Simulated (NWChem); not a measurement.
BF$_{2}$ (+1)

```xyz
3

F      0.0000     0.0000    -1.2292
B      0.0000     0.0000     0.0000
F      0.0000     0.0000     1.2292
```
Charge +1, spin multiplicity 1.

Program: NWChem. The geometry was optimised at B3LYP/def2-SVP, a minimum by its harmonic frequencies.

Symmetry labels belong to the abelian group D2h used in the runs, with the axes of the coordinates shown; states degenerate in a higher group split over its labels.

The correlated methods keep 3 core orbitals frozen. The spin multiplicity of the parent species was assumed, not shown to be that of its ground state. The structure started from a generated list of species.

Q: List the 8 singlet excitations that EOM-CCSD/aug-cc-pVDZ, 3 core orbitals frozen gives, with oscillator strengths.

A: 
```tsv
state	symmetry	energy (eV)	wavelength (nm)	f
1	b3g	12.43	100	0.000
2	b2g	12.43	100	0.000
3	b1u	12.71	98	0.000
4	au	12.75	97	0.000
5	b1g	14.36	86	0.000
6	ag	14.47	86	0.000
7	b2u	14.48	86	0.128
8	b3u	14.48	86	0.128
```
These are the lowest roots of each symmetry, so higher states are missing between them.
